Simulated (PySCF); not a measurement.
Job file and geometry (Å, from GFN2-xTB) of an NMR shielding run on SMILES F[C@]12CBC[C@](F)(C1)C2, C₆H₉BF₂, PySCF 2.14.0, density-fitted response routines, GIAO PBE0/pcSseg-1 NMR shielding, non-relativistic, gas phase; density fitting, a coarse starting grid and PySCF grid level 2 are the driver's defaults:

```
$ OMP_NUM_THREADS=1 python probes_run.py task.json out

{"job": {"kind": "nmr", "xc": "PBE0", "basis": "pcSseg-1"}, "charge": 0, "multiplicity": 1}
F     -2.092011     1.390361     0.623584
C     -0.962087     0.667743     0.299910
C      0.308292     1.406183     0.696015
B      1.579513     0.555180     0.313605
C      1.309063    -0.837243    -0.375137
C     -0.186855    -1.070032    -0.529930
F     -0.453100    -2.282998    -1.131141
C     -0.876952     0.155595    -1.144638
C     -0.929349    -0.788832     0.784043
H      0.278211     1.622056     1.768168
H      0.320426     2.385481     0.208473
H      2.662587     0.935577     0.529060
H      1.784935    -0.897023    -1.358357
H      1.742328    -1.660117     0.201065
H     -1.856717    -0.089365    -1.546744
H     -0.309905     0.749102    -1.857270
H     -0.406557    -0.999773     1.713848
H     -1.920581    -1.235577     0.793789
```

Task: What does the program print?

Result: 
```
coarse grid: 15360 points
cycle   1  E = -457.8578533706  dE =  1.324e+00  |g| = 7.154e-01  |ddm| = 3.781e+00
cycle   2  E = -457.8136528565  dE =  4.420e-02  |g| = 9.359e-01  |ddm| = 1.195e+00
cycle   3  E = -457.9516760004  dE = -1.380e-01  |g| = 1.051e-01  |ddm| = 6.842e-01
cycle   4  E = -457.9536670588  dE = -1.991e-03  |g| = 3.962e-02  |ddm| = 1.136e-01
cycle   5  E = -457.9540108930  dE = -3.438e-04  |g| = 3.494e-03  |ddm| = 4.100e-02
cycle   6  E = -457.9540131977  dE = -2.305e-06  |g| = 1.202e-03  |ddm| = 4.974e-03
final grid: 150016 points
cycle   7  E = -458.0207064732  dE = -6.595e-05  |g| = 1.053e-02  |ddm| = 4.487e-02
cycle   8  E = -458.0206791785  dE =  2.729e-05  |g| = 1.629e-02  |ddm| = 2.220e-02
cycle   9  E = -458.0207309663  dE = -5.179e-05  |g| = 1.255e-03  |ddm| = 1.318e-02
cycle  10  E = -458.0207312554  dE = -2.891e-07  |g| = 2.960e-04  |ddm| = 1.085e-03
cycle  11  E = -458.0207312706  dE = -1.525e-08  |g| = 3.735e-05  |ddm| = 2.292e-04
cycle  12  E = -458.0207312709  dE = -2.836e-10  |g| = 9.493e-06  |ddm| = 5.999e-05
converged SCF energy = -458.0207312709

GIAO shielding tensors (ppm)
atom      isotropic    diamagn.    paramagn.     s11        s22        s33       span
  0 F      332.497     472.123    -139.626    301.213    328.742    367.538     66.325
  1 C       97.398     244.245    -146.847     55.770     71.244    165.181    109.411
  2 C      140.139     253.110    -112.971    123.010    146.685    150.720     27.710
  3 B        9.638     190.574    -180.936    -67.474    -29.721    126.109    193.583
  4 C      140.154     253.109    -112.955    123.012    146.699    150.750     27.739
  5 C       97.408     244.239    -146.831     55.782     71.256    165.186    109.404
  6 F      332.515     472.124    -139.609    301.242    328.753    367.550     66.308
  7 C      135.243     254.192    -118.949    123.509    135.961    146.259     22.750
  8 C      135.165     254.185    -119.020    123.432    135.892    146.172     22.740
  9 H       29.507      29.683      -0.176     25.220     28.179     35.122      9.903
 10 H       29.509      29.684      -0.175     25.221     28.181     35.124      9.902
 11 H       23.686      28.878      -5.192     18.712     25.463     26.882      8.170
 12 H       29.509      29.685      -0.176     25.222     28.180     35.125      9.903
 13 H       29.509      29.686      -0.177     25.221     28.181     35.125      9.904
 14 H       28.885      30.854      -1.970     26.865     27.269     32.520      5.654
 15 H       30.052      31.994      -1.942     27.182     27.761     35.212      8.031
 16 H       30.042      31.985      -1.943     27.173     27.752     35.200      8.027
 17 H       28.878      30.849      -1.971     26.859     27.263     32.511      5.651
```

Size and cost of the density-fitted run: 198 basis functions, 27 s wall time on 1 thread of an Arm Neoverse V2, shared host; peak memory 0.88 GiB.
